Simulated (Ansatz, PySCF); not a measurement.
Gas-phase reaction R1 → P1 + P2, each structure at its B3LYP-D3(BJ)/def2-TZVP stationary point, reached from a drawn start (curvature not checked).
P1: H atom, charge 0, multiplicity 2.
R1: H2Zn (SMILES [ZnH2]), charge 0, multiplicity 1.
P2, HZn (SMILES [ZnH]) (charge 0, multiplicity 2):
```xyz
2

Zn     0.000     0.000    -0.816
H      0.000     0.000     0.816
```

P less R. No zero-point or thermal terms; singlets are restricted closed shells; open shells are unrestricted; no spin–orbit coupling. The spin states of the d-block species are the ones drawn and need not be the lowest.

Frozen-core correlation throughout. CBS(a, b) extrapolates the correlation energy as X⁻³ and adds the Hartree–Fock energy of set b.

The values were computed with Ansatz (Gaussian orbitals); PySCF for M06-2X. All values are computed, each at the level named.

| level | reaction energy (kcal/mol) |
|---|---|
| HF/def2-QZVPP | 57.87 |
| PBE/def2-TZVPP | 78.18 |
| M06-2X/def2-TZVPP | 76.53 |
| wB97M-V/def2-TZVPP | 82.71 |
| B2PLYP/def2-TZVPP | 80.40 |
| MP2/def2-SVP | 77.52 |
| MP2/def2-QZVPP | … |
| CCSD/def2-TZVPP | … |
| CCSD(T)/CBS(def2-TZVPP, def2-QZVPP) | … |

**Question.** Some entries are withheld; supply them.

**Answer.** 
- MP2/def2-QZVPP, reaction energy (kcal/mol): 80.91
- CCSD/def2-TZVPP, reaction energy (kcal/mol): 80.22
- CCSD(T)/CBS(def2-TZVPP, def2-QZVPP), reaction energy (kcal/mol): 82.04

Ansatz is an electronic-structure program.
